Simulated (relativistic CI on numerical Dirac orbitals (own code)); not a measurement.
Energy levels of Xe XXXIII

Calculated at this level of theory: Dirac-Coulomb-Breit CI, orbitals from a KLI potential per configuration, model QED (radiative potential, 1s self-energy scaled to tabulated hydrogen-like ionisation energies), unscaled Slater integrals (own radial code, finite nucleus).

Configuration list (outside the closed core [Ne]): 3s²3p⁶3d⁴, 3s²3p⁵3d⁵, 3s3p⁶3d⁵, 3s²3p⁶3d³4s, 3s²3p⁶3d³4p, 3s²3p⁶3d³4d, 3s²3p⁵3d⁴4s, 3s²3p⁶3d³4f, 3s3p⁶3d⁴4s, 3s²3p⁶3d²4s4p, 3s²3p⁶3d³5s, 3p⁶3d⁶, 3p⁵3d⁷, 3p⁵3d⁶4s, 3s²3p⁶3d²4s², 3s²3p⁶3d4s²4p, 3s²3p⁶3d4s²4d, 3p⁶3d⁵4s, 3p⁵3d⁵4s². Double excitations out of closed p, d and f shells are left out; levels of such configurations are missing from the list, as are those of other unlisted configurations, and high levels can miss mixing partners.

The lowest level is 3s²3p⁶3d⁴ ³P0, with 49 % of that term; Hund's rules for 3s²3p⁶3d⁴ give ⁵D with J = 0, of which the calculation keeps J, while another term leads.

```tsv
No.	Configuration	Term	J	E (cm⁻¹)	%	Next component (%)	Lifetime (s)
1	3s²3p⁶3d⁴	³P	0	0	49	43 ⁵D	
2	3s²3p⁶3d⁴	⁵D	1	77492	74	26 ³P	6.71e-05
3	3s²3p⁶3d⁴	⁵D	2	124604	78	6 ³P	2.51e-04
4	3s²3p⁶3d⁴	³F	4	145148	32	26 ⁵D	
5	3s²3p⁶3d⁴	⁵D	3	149499	62	19 ³F	2.06e-03
6	3s²3p⁶3d⁴	⁵D	0	213322	53	28 ³P	1.10e-05
7	3s²3p⁶3d⁴	³H	4	223078	43	41 ⁵D	5.66e-05
8	3s²3p⁶3d⁴	³G	3	244984	57	24 ⁵D	3.82e-05
9	3s²3p⁶3d⁴	³F	2	246768	47	21 ¹D	2.19e-05
10	3s²3p⁶3d⁴	³H	5	262376	72	28 ³G	8.73e-05
11	3s²3p⁶3d⁴	³P	1	274351	60	23 ³D	2.04e-05
12	3s²3p⁶3d⁴	³H	6	277735	61	39 ¹I	2.80e-02
13	3s²3p⁶3d⁴	³G	4	302095	64	30 ¹G	1.71e-04
14	3s²3p⁶3d⁴	³D	2	311251	44	33 ³P	1.18e-04
15	3s²3p⁶3d⁴	³F	3	314547	40	40 ³D	4.21e-05
16	3s²3p⁶3d⁴	³F	4	346648	39	27 ⁵D	1.66e-05
17	3s²3p⁶3d⁴	¹D	2	370667	33	33 ³P	1.41e-05
18	3s²3p⁶3d⁴	³F	3	374928	47	24 ³G	1.26e-05
19	3s²3p⁶3d⁴	³G	5	396173	72	28 ³H	2.88e-05
20	3s²3p⁶3d⁴	³D	1	404166	74	18 ³P	9.24e-06
21	3s²3p⁶3d⁴	¹I	6	404322	61	39 ³H	3.02e-05
22	3s²3p⁶3d⁴	³F	4	422964	54	35 ¹G	3.12e-05
23	3s²3p⁶3d⁴	³P	2	441172	63	22 ³D	2.56e-05
24	3s²3p⁶3d⁴	¹S	0	443667	61	38 ³P	1.47e-05
25	3s²3p⁶3d⁴	¹F	3	462655	48	30 ³D	1.78e-05
26	3s²3p⁶3d⁴	³F	2	467431	50	38 ³P	1.63e-05
27	3s²3p⁶3d⁴	¹G	4	533943	56	30 ³F	8.20e-06
28	3s²3p⁶3d⁴	³F	3	536338	72	25 ¹F	2.26e-05
29	3s²3p⁶3d⁴	³P	1	542653	95	3 ³D	1.22e-05
30	3s²3p⁶3d⁴	¹D	2	550331	47	26 ³F	1.27e-05
31	3s²3p⁶3d⁴	³P	0	559528	65	33 ¹S	2.49e-05
32	3s²3p⁶3d⁴	¹G	4	564070	46	41 ³F	1.11e-05
33	3s²3p⁶3d⁴	¹D	2	658370	78	10 ³D	8.53e-06
34	3s²3p⁶3d⁴	¹S	0	800681	80	20 ³P	4.42e-06
35	3p⁵3d⁵(6S)	⁷P°	4	1596075	68	24 ⁵D°	1.62e-09
36	3p⁵3d⁵(6S)	⁷P°	3	1675716	48	38 ⁵P°	2.79e-10
37	3p⁵3d⁵(6S)	⁵P°	2	1676695	32	21 ³P°	2.58e-10
38	3p⁵3d⁵(2D)	³F°	4	1724343	21	19 ⁷P°	2.73e-10
39	3p⁵3d⁵(4G)	⁵G°	3	1764366	28	24 ³F°	2.87e-10
40	3p⁵3d⁵(4D)	⁵P°	1	1765608	72	16 ³P°	4.44e-10
41	3p⁵3d⁵(4G)	⁵G°	6	1765937	59	18 ⁵H°	8.55e-10
42	3p⁵3d⁵(4G)	⁵G°	5	1766589	40	35 ⁵F°	2.95e-10
43	3p⁵3d⁵(2F)	³F°	2	1775322	28	25 ⁵G°	7.90e-11
44	3p⁵3d⁵(4G)	⁵G°	4	1794118	40	31 ³F°	1.34e-10
45	3p⁵3d⁵(4P)	⁵D°	3	1797722	41	24 ⁵F°	4.22e-11
46	3p⁵3d⁵(4G)	⁵H°	7	1803583	68	25 ³I°	9.75e-10
47	3p⁵3d⁵(4P)	⁵S°	2	1828718	31	26 ⁵P°	3.14e-11
48	3p⁵3d⁵(4G)	³H°	4	1836902	19	18 ⁵F°	4.37e-11
49	3p⁵3d⁵(4D)	⁵F°	5	1838516	40	37 ⁵G°	6.41e-11
50	3p⁵3d⁵(4G)	³F°	3	1841827	31	15 ⁵D°	7.56e-11
51	3p⁵3d⁵(4G)	³H°	6	1859206	41	29 ⁵H°	3.15e-10
52	3p⁵3d⁵(2F)	³F°	4	1863628	35	20 ⁵F°	6.54e-11
53	3p⁵3d⁵(2F)	³D°	1	1870257	49	26 ⁵F°	1.04e-11
54	3p⁵3d⁵(2D)	³D°	2	1874108	25	21 ⁵D°	2.42e-11
55	3p⁵3d⁵(4G)	³H°	5	1877825	29	25 ⁵H°	1.05e-10
56	3p⁵3d⁵(4D)	³F°	4	1883650	36	20 ³G°	6.81e-11
57	3s²3p⁵3d⁵	³F°	2	1887513	22	18 ⁵G°	1.17e-10
58	3p⁵3d⁵(2F)	³G°	5	1905493	41	22 ¹H°	1.09e-11
59	3s²3p⁵3d⁵	³D°	1	1907509	30	29 ⁵F°	2.44e-12
60	3p⁵3d⁵(2G)	³H°	6	1907847	49	22 ³I°	6.42e-11
61	3p⁵3d⁵(2G)	³F°	2	1910946	25	19 ¹D°	2.12e-11
62	3p⁵3d⁵(2D)	³D°	3	1919758	36	19 ³F°	2.74e-11
63	3p⁵3d⁵(2I)	³K°	7	1923443	38	30 ³I°	1.06e-10
64	3p⁵3d⁵(4P)	⁵D°	1	1926987	31	21 ³P°	2.02e-11
65	3p⁵3d⁵(4P)	⁵D°	3	1931131	26	24 ³F°	2.02e-11
66	3p⁵3d⁵(2D)	³P°	0	1933685	75	24 ⁵D°	3.02e-11
67	3p⁵3d⁵(2D)	³D°	2	1933986	22	21 ³F°	8.98e-12
68	3p⁵3d⁵(4D)	⁵P°	3	1937387	16	14 ⁵F°	9.71e-12
69	3s²3p⁵3d⁵	³F°	4	1946778	26	25 ³H°	1.38e-11
70	3p⁵3d⁵(2I)	³K°	8	1948897	100		1.88e-04
```

Energies count from the lowest computed level; ° marks odd parity; lifetimes are radiative, by E1, M1, E2, M2, E3 decay to levels of this space only; some are left blank where a channel outside the calculation adds to the decay or the decay crosses a small, uncertain gap. Percentages are summed over parent terms; the parents shown are those of the largest component, closed shells are left out there.

The mean weight of the leading LS term, summed over parents, in these 70 levels is 48 %, and that of the leading jj configuration (from the same eigenvectors) 71 %, so jj coupling describes them better and the LS labels are nominal.

At this charge energies of transitions that change n are usually good to better than 1 %, and those within a shell (Δn = 0) to a few per cent. Terms inside the open d or f shell come out 10 to 20 % too wide with unscaled integrals.

LS names give the leading component of a level, which can be under half, so a name can repeat, a term be missing and a line seem to break the LS rules.
